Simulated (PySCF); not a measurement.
A structure optimised at PBE0-D3(BJ)/def2-TZVP, used in a PySCF frequency run:

```
N
H 1 1.0075
H 1 1.0117 2 114.62
N 1 1.3380 2 113.89 3 145.08
H 4 1.0213 1 106.08 2 -167.93
```
Charge 0, spin multiplicity 2.

Problem. Write its SMILES and formula.

Solution. [NH]N, H3N2

Problem. What are its rotational constants (standard atomic weights)?

Solution. 206.12, 31.165, 27.457 GHz
